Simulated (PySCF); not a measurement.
A search over the determinants of AsI

Unrestricted PBE0; basis As x2c-TZVPPall, I x2c-TZVPPall; spin-free X2C with a Gaussian nucleus; PySCF 2.14. Outer shells of the fragments: As 3d10 4s2 4p3; I 4d10 5s2 5p5.

Followed along the bond (rough minima from three points):

| 2Ms+1 | unpaired | ⟨S²⟩ at the start | R at minimum (Å) | Te (eV) |
| --- | --- | --- | --- | --- |
| 3 | π ↑↑ | 2.01 | 2.50 | 0.00 |
| 1 | π ↑↓ | 1.01 | 2.49 | 0.30 |
| 1 | none | 0.00 | 2.47 | 1.21 |
| 5 | σ ↑, π ↑↑↑ | 6.00 | none in the scan | ≤ 3.61 |

Solutions found at the starting distance of 2.485 Å, counted from the lowest of them; the search is not exhaustive and high or unbound solutions are not listed, so other states can lie among these:

```
2Ms+1  unpaired   term  E (eV)  ⟨S²⟩  ⟨Lz²⟩  μ (D)
    3      π ↑↑    ³Σ⁻    0.00  2.01   0.00  -0.61
    1      π ↑↓  mixed    0.30  1.01   2.02  -0.48
    1      none  mixed    1.21  0.00   2.01  -0.08
    3  σ ↑, π ↑     ³Π    2.96  2.03   1.01  -0.78
    1  σ ↓, π ↑  mixed    3.20  1.01   1.02  -0.73
    3      π ↑↑  mixed    3.79  2.01   2.02   3.52
```

A term symbol is given only where ⟨S²⟩ and ⟨Lz²⟩ are close to those of a pure state; real π, δ and φ orbitals otherwise mix terms. A positive dipole means As(−)I(+).

Spin–orbit coupling is left out. Counting both spins, an empty level lies below a filled one in some of these solutions, because spin and occupation are held.
